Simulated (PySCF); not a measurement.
CH5Si, multiplicity 2. Atoms are numbered in the order given.

```xyz
7

C     -1.2026     0.0293     0.0000
Si     0.6757    -0.1012     0.0000
H     -1.6283    -0.4495    -0.8849
H     -1.6283    -0.4495     0.8849
H     -1.5133     1.0797     0.0000
H      1.2628     0.5299    -1.2126
H      1.2628     0.5299     1.2126
```
Charge 0, spin multiplicity 2.

Coordinates come from a TPSSh-D3(BJ)/def2-TZVP optimisation. The isomer is the one that the SMILES or the coordinates give; other isomers of the formula were not compared.

The numbers are results of PySCF with TPSSh-D3(BJ)/def2-TZVP, not measurements.

Frequencies are harmonic and unscaled.

Computed normal modes with their intensities:
```
mode  ν (cm⁻¹)  IR (km/mol)  moving atoms (share of kinetic energy)
----  --------  -----------  --------------------------------------
1          183          0.1                                  H 99 %
2          520          5.0                                  H 98 %
3          564          9.9                                  H 95 %
4          688         17.5                 C 52 %, Si 32 %, H 17 %
5          848         66.6                  H 78 %, C 14 %, Si 9 %
6          887         36.9                          H 77 %, C 18 %
7          939         92.6                                  H 95 %
8         1285          4.7                          H 82 %, C 18 %
9         1462          4.5                                  H 96 %
10        1468          3.6                                  H 95 %
11        2196         80.4                                  H 98 %
12        2216        143.1                                  H 95 %
13        3018          6.8                                  H 97 %
14        3089          6.5                           H 91 %, C 9 %
15        3110          7.5                           H 91 %, C 9 %
```
